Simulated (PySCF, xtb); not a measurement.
Sn(H)(Cl)2(OMe) (CH₄Cl₂OSn), SMILES [SnH]([Cl])([Cl])[O]C. The values are those of a single conformer.

Harmonic wavenumbers (cm⁻¹) from GFN2-xTB run with xtb at its own minimum, in rising order: 38, 77, 94, 99, 146, 228, 292, 333, 377, 422, 440, 1035, 1132, 1141, 1277, 1410, 1470, 1481, 2939, 2948, 2974.

What does PBE-D3(BJ)/def2-SVP run with PySCF give at its own minimum? (The exact figures need the calculation; the answer reports its results.)

43, 94, 109, 124, 178, 251, 355, 370, 511, 526, 548, 1061, 1129, 1142, 1408, 1410, 1428, 1900, 2917, 2992, 3031. Paired by order, the mean absolute difference is 62 cm⁻¹ and the zero-point energies are 29.1 and 30.8 kcal/mol.
